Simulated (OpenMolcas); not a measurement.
**V3+: from CASSCF to CASPT2**

| Quantity | Value |
| --- | --- |
| Program | OpenMolcas 26.06 |
| Basis | ANO-L-VDZP [5s4p2d1f] |
| Scalar Hamiltonian | non-relativistic, point nucleus |
| Active space | 2 electrons in 10 orbitals (3d 4d) |
| State averaging | 2S+1 = 3 even, 10 roots; 2S+1 = 1 even, 15 roots |
| Spin-orbit coupling | state interaction with AMFI integrals over the reference wave functions, term energies averaged over their components |

Methods on the same reference wave functions:
A. CASSCF
B. SS-CASPT2, IPEA 0.25 Eh, imaginary shift 0.1 Eh (closed shells correlated: 3s 3p)

Energies in cm⁻¹ above 3d² ³F₂, the measured ground level; measured values from Sugar and Corliss, J. Phys. Chem. Ref. Data 7, 1191 (1978).

```
  Level      A      B  Measured
3d² ³F₂    0.0    0.0       0.0
3d² ³F₃    318    319       325
3d² ³F₄    729    731       735
3d² ¹D₂  13428  11120     10959
3d² ³P₀  15903  13650          
3d² ³P₁  16012  13760     13239
3d² ³P₂  16249  14000     13458
3d² ¹G₄  20741  19560     18391
3d² ¹S₀  50148  43910     42462
```

Deviations, from unrounded energies. A percentage is the sum of absolute deviations over the sum of measured energies, with the sign that they share, or ± where signs differ.

| Against measurement | Levels | A | B |
| --- | --- | --- | --- |
| mean absolute deviation (cm-1) | 7 | 2600 | 550 |
| fine structure of the ground term (%) | 2 | -1.2 | -0.9 |
| other terms of the ground configuration (%) | 5 | +18.3 | +3.9 |

B lies closest to measurement on these levels. The largest miss of B in the table is 3d² ¹S₀, by +1500 cm-1. The ranking rests on the paired levels alone, and a cruder setting can come out closer through cancelling errors.

From A to B the spin-free energies of the other terms of 3d² shown, above ³F, scale by factors of 0.82 to 0.94, as is usual when dynamic correlation screens the repulsion within a d or f shell.

The lowest spin-free term lies below A's lowest term by 0.139 hartree in B.

Term energies are means over components that CASPT2 splits; among the terms shown or strongly mixed into the levels shown the widest spread is 550 cm-1 (3d² ¹G, B). Active for correlation alone: 4d; no level in the range computed is led by a configuration that fills it, so any true level of that kind is missing. The basis is small and was not contracted for so high a charge. Without dynamic correlation excited terms often stand tens of per cent too high (terms of higher spin than the ground term too low), and those without a measured partner can miss by more than the paired ones (holds for A). Computed and measured levels are paired by configuration, term and J; levels that our copy of the source lacks, or whose pairing is in doubt (as where it misses far off the trend of its configuration), stay unpaired and out of the deviations. Only configurations of the active space appear.
